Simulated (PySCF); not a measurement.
CH7AlOSi, SMILES [CH3][Al]([OH])[SiH3]. Atoms are numbered in the order given.

```xyz
11

Al    -0.4112     0.0939    -0.3349
C     -1.7072    -1.3077    -0.7099
H     -2.4898    -0.9586    -1.4032
H     -2.2035    -1.6622     0.2105
H     -1.2279    -2.1946    -1.1603
O     -0.6709     1.5896    -1.1261
H     -0.1270     2.3784    -1.0507
Si     1.5115    -0.2003     1.1753
H      2.3570     1.0316     1.3089
H      2.4155    -1.3021     0.7043
H      1.0702    -0.5805     2.5586
```

Geometry: r2SCAN-D4/def2-SVP. The values are those of a single conformer.

Method: PBE0/pcSseg-1 (PySCF).

GIAO shieldings, no solvent; atoms alike by connectivity are averaged. δ = σ(ref) − σ: ¹³C against TMS (σ = 186.3 ppm); ¹H against TMS (σ = 31.56 ppm); ¹⁷O against H2O (σ = 334.2 ppm); ²⁹Si against TMS (σ = 352.7 ppm), references at their B3LYP-D3(BJ)/def2-TZVP geometries, non-relativistic.

Computed chemical shifts:
```json
[
 {"nucleus": "¹³C", "atoms": "C2", "count": "1", "δ (ppm)": "-4.1"},
 {"nucleus": "¹H", "atoms": "H7", "count": "1", "δ (ppm)": "3.66"},
 {"nucleus": "¹H", "atoms": "H9, H10, H11", "count": "3", "δ (ppm)": "3.24"},
 {"nucleus": "¹H", "atoms": "H3, H4, H5", "count": "3", "δ (ppm)": "0.12"},
 {"nucleus": "¹⁷O", "atoms": "O6", "count": "1", "δ (ppm)": "105.3"},
 {"nucleus": "²⁹Si", "atoms": "Si8", "count": "1", "δ (ppm)": "-137.9"}
]
```
